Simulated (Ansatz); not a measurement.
CH₇GaSiZn (`[SiH3][CH2][Zn][GaH2]`). The species carries charge 0 and has multiplicity 1. All single points use the PBE0-D4/def2-TZVP geometry. It is one conformer, not always the lowest.

```xyz
11

Si   -1.193    0.236    1.775
C     0.080   -0.876    1.010
Zn    0.646   -0.268   -0.773
Ga    1.346    0.487   -2.992
H    -2.404    0.320    0.908
H    -1.649   -0.203    3.127
H    -0.660    1.622    1.918
H     0.966   -0.927    1.653
H    -0.318   -1.892    0.915
H     2.536    1.505   -3.217
H     0.651   -0.005   -4.324
```

Question: What is the dipole moment at PBE/def2-TZVPP? (Estimate.)

Answer: Ansatz gave: 1.19 D, with components (0.71, -0.95, 0.00) D in this frame, pointing from negative to positive charge.

Question: And with r2SCAN, B3LYP, ωB97M-V? (Best estimate.)

Answer: Ansatz gave: r2SCAN 1.21 D, B3LYP 1.19 D, ωB97M-V 1.22 D.

Question: Give the Mulliken charges with PBE, r2SCAN, B3LYP in def2-TZVPP. (Estimate.)

Answer: Computed: 
| atom | PBE | r2SCAN | B3LYP |
| --- | --- | --- | --- |
| Si1 | 0.14 | 0.24 | 0.22 |
| C2 | -0.29 | -0.34 | -0.34 |
| Zn3 | 0.12 | 0.21 | 0.19 |
| Ga4 | 0.11 | 0.13 | 0.11 |
| H5 | -0.07 | -0.09 | -0.09 |
| H6 | -0.07 | -0.09 | -0.08 |
| H7 | -0.07 | -0.09 | -0.09 |
| H8 | 0.11 | 0.09 | 0.10 |
| H9 | 0.11 | 0.09 | 0.10 |
| H10 | -0.05 | -0.08 | -0.06 |
| H11 | -0.05 | -0.08 | -0.06 |

B3LYP here is the variant with VWN-RPA as its local correlation; programs differ in this.
